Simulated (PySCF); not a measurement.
C4H10B, SMILES CC[B]CC (connectivity only; charge and spin as stated), charge +1, multiplicity 1.

The structure is a stationary point at PBE0-D3(BJ)/def2-SVP. The multiplicity is an assumed one; no other spin state was optimised. The isomer is the one that the SMILES or the coordinates give; other isomers of the formula were not compared. Other conformers were not sampled.

Level of theory: TDDFT-B3LYP/def2-SVPD in PySCF 2.14.0.

Vertical excitations. Isolated molecule, no solvent. State labels are in the subgroup C2h.

```
state  symmetry  energy (eV)  λ (nm)      f          main pairs
-----  --------  -----------  ------  -----  ------------------
S1           Ag         5.90     210  0.000      HOMO→LUMO 98 %
S2           Bg         6.17     201  0.000    HOMO→LUMO+1 96 %
S3           Au         6.25     198  0.000    HOMO−1→LUMO 99 %
S4           Bg         6.43     193  0.000    HOMO−3→LUMO 97 %
S5           Bu         6.47     192  0.007    HOMO−2→LUMO 89 %
S6           Bu         6.74     184  0.028  HOMO−1→LUMO+1 87 %
S7           Au         6.83     182  0.004  HOMO−2→LUMO+1 98 %
S8           Ag         6.88     180  0.000  HOMO−3→LUMO+1 96 %
S9           Au         7.42     167  0.000  HOMO−4→LUMO+1 98 %
S10          Bg         7.59     163  0.000  HOMO−5→LUMO+1 99 %
T1           Ag         5.51     225      0      HOMO→LUMO 95 %
T2           Bg         5.79     214      0    HOMO→LUMO+1 93 %
T3           Bu         6.06     205      0    HOMO−2→LUMO 95 %
T4           Au         6.10     203      0    HOMO−1→LUMO 97 %
```
Triplets are in the Tamm–Dancoff approximation, which puts them higher than full response would, so one can lie above its singlet here.
